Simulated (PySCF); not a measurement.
Compound: C5H11Si2 (doublet state).
Structure used (GFN2-xTB), in Å, numbered top down from 1:
```xyz
18
C5H11Si2 angstrom
C      0.2474    1.7605   -0.8197
C     -0.4474    0.9439    0.0459
C     -1.2390    1.4421    1.0577
C     -0.3591   -0.5210   -0.1314
Si    -1.9649   -1.4530   -0.5093
C      0.8112   -1.1588   -0.0408
Si     2.4883   -0.4124    0.3731
H      0.1944    2.8317   -0.7350
H      0.8365    1.3507   -1.6189
H     -1.3238    2.5012    1.2247
H     -1.7703    0.7861    1.7231
H     -2.1799   -2.4781    0.5167
H     -1.8323   -2.0997   -1.8181
H     -3.0895   -0.5173   -0.5289
H      0.8036   -2.2338   -0.1938
H      3.2353   -0.1591   -0.8643
H      3.2232   -1.4028    1.1682
H      2.3575    0.8261    1.1391
```

The hyperfine couplings belong to this conformer and change with its torsions.

As a line formula: `[CH2]C(=C)/C([SiH3])=C\[SiH3]` [radical].

Computed, not measured: UKS B3LYP, pcH-1 on C H Si, non-relativistic, mean-field spin-orbit, GIAO in PySCF 2.14.0. Isolated species at its GFN2-xTB geometry (one conformer only). GFN2-xTB frequencies show an imaginary mode (57i cm⁻¹), so this geometry is no minimum at that level. A GFN2-xTB geometry isn't a minimum of the functional, and hyperfine couplings can be far from their values at a DFT geometry. The frame is twisted about the C2–C4 bond at this geometry (dihedral C3–C2–C4–Si5 = 60°); couplings at other torsion angles weren't computed. No stability test was run, so a lower SCF solution isn't excluded. ⟨S²⟩ is 0.779 where a pure state has 0.75.

(1) Give the principal g shifts and their parts.

(2) At 9.539 GHz, how far is the centre of the isotropic spectrum from where a free electron (g = 2.002319) resonates?

(3) What are the electron Larmor frequencies g μB B/h along the three axes at 3350 mT?

(4) In a frozen sample, at which fields do the three g values resonate at 9.5, 34, 94 and 263 GHz (hyperfine left aside), and which band first spreads them over more than twice a line width of 0.5 mT?

## Answers

(1) 
| Δg (ppm) | 1 | 2 | 3 |
| --- | --- | --- | --- |
| relativistic mass correction | -135 | -135 | -135 |
| gauge correction | 2 | 27 | 39 |
| orbital Zeeman/spin–orbit | 9 | 601 | 603 |
| total | -124 | 494 | 508 |

So g = 2.00220, 2.00281, 2.00283 and g_iso = 2.00261; the tensor is close to axial: the two nearest values differ by 2 % of g3 − g1. 

(2) B = hν/(g μB) with μB/h = 13.99624 MHz/mT gives 340.38 mT for the free electron and 340.33 mT at g_iso, 0.05 mT lower.

(3) 93.8778, 93.9067, 93.9074 GHz for g1, g2 and g3, a range of 29.6 MHz.

(4) 
| band | GHz | B(g3) mT | B(g2) mT | B(g1) mT | spread mT |
| --- | --- | --- | --- | --- | --- |
| X | 9.5 | 338.90 | 338.90 | 339.00 | 0.11 |
| Q | 34.0 | 1212.90 | 1212.91 | 1213.28 | 0.38 |
| W | 94.0 | 3353.30 | 3353.33 | 3354.36 | 1.06 |
| J | 263.0 | 9382.12 | 9382.18 | 9385.07 | 2.96 |

The spread grows in proportion to the frequency. W band is the first where it exceeds 1.0 mT.

The Mulliken spin populations are largest on C3 (+0.71), C1 (+0.67) and C2 (-0.26). The angles at C3 add up to 360.0°, so it is planar; its axial dipolar tensor and the negative couplings of its protons fit spin in a p orbital normal to that plane.

The HOMO–LUMO gaps are 4.52 eV among the α and 4.65 eV among the β orbitals.
